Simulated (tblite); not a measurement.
Input of a run (GFN2-xTB geometry optimisation, gas phase (tblite 0.8.0)), started from a force field or distance geometry:
```
{"job": {"kind": "relax", "xc": "GFN2-xTB", "basis": "xTB"}, "charge": 0, "multiplicity": 2}
C      1.994700    -2.318000    -1.291300
C      1.335800    -1.355100    -0.964500
C      0.560200    -0.185500    -0.540500
C     -0.947400    -0.429500    -0.759700
C     -1.763700     0.679900    -0.189100
N     -1.253500     1.481700     0.783900
C     -0.006700     1.356300     1.355700
O      0.372200     2.136500     2.237600
C      0.829800     0.168000     0.917500
H      2.557400    -3.163000    -1.583300
H      0.845500     0.668400    -1.173100
H     -1.261000    -1.376000    -0.267900
H     -1.167100    -0.544300    -1.811000
H     -2.775500     0.871800    -0.523100
H     -1.805100     2.262800     1.149300
H      1.880400     0.425700     1.065000
H      0.596900    -0.667600     1.584600
```

Output (eV, eV/Å):
```
step      E/eV     max force
  0    -706.03274    1.410
  1    -706.02359    3.349
  2    -706.06908    0.796
  3    -706.07543    0.880
  4    -706.08369    0.183
  5    -706.08868    0.227
  6    -706.09271    0.269
  7    -706.09516    0.132
  8    -706.09669    0.093
  9    -706.09764    0.080
 10    -706.09816    0.053
 11    -706.09867    0.051
 12    -706.09929    0.088
 13    -706.09993    0.095
 14    -706.10045    0.077
 15    -706.10088    0.069
 16    -706.10135    0.061
 17    -706.10189    0.082
 18    -706.10236    0.064
 19    -706.10265    0.037
 20    -706.10282    0.028
 21    -706.10292    0.029
 22    -706.10299    0.020
 23    -706.10304    0.016
 24    -706.10308    0.020
 25    -706.10312    0.021
 26    -706.10315    0.016
 27    -706.10317    0.015
 28    -706.10320    0.017
 29    -706.10323    0.025
 30    -706.10328    0.026
 31    -706.10333    0.020
 32    -706.10338    0.018
 33    -706.10345    0.026
 34    -706.10352    0.029
 35    -706.10357    0.021
 36    -706.10361    0.013
 37    -706.10365    0.014
 38    -706.10369    0.022
 39    -706.10374    0.023
 40    -706.10378    0.016
 41    -706.10382    0.016
 42    -706.10385    0.017
 43    -706.10389    0.020
 44    -706.10394    0.018
 45    -706.10397    0.012
 46    -706.10400    0.009
```

Summarise the run.

The energy falls by 1.6 kcal/mol over 46 L-BFGS steps, the largest force on an atom goes from 1.41 to 0.009 eV/Å, and the atoms move by 0.053 Å rms after alignment. Among the bonds, C1≡C2, C2–C3 and C7=O8 change most and about equally (-0.016 to -0.015 Å). Bonds longer at the end by more than 0.005 Å: 2 of 17; shorter: 10. Among the angles that change most is C5–C4–H12, from 108.0° to 111.2°. The energy rose by more than 1e-5 eV at step 1.

What are the final bond lengths?

C1≡C2 1.197 Å, C2–C3 1.450 Å, C3–C4 1.538 Å, C4–C5 1.481 Å, C5–N6 1.360 Å, N6–C7 1.369 Å, C7=O8 1.221 Å, C7–C9 1.511 Å, C3–C9 1.534 Å, C1–H10 1.049 Å, C3–H11 1.097 Å, C4–H12 1.100 Å, C4–H13 1.093 Å, C5–H14 1.074 Å, N6–H15 1.013 Å, C9–H16 1.091 Å, C9–H17 1.094 Å. Numbering counts from 1 in the input's order; the species is `C#C[C@H]1C[CH]NC(=O)C1` [radical].

Its GFN2-xTB frequencies are all real (lowest 89 cm⁻¹). 2 starts were optimised and ended at 0.00 and 0.21 kcal/mol (GFN2-xTB); the lowest of these is shown.

One conformer stands for the species.

These are computed values.
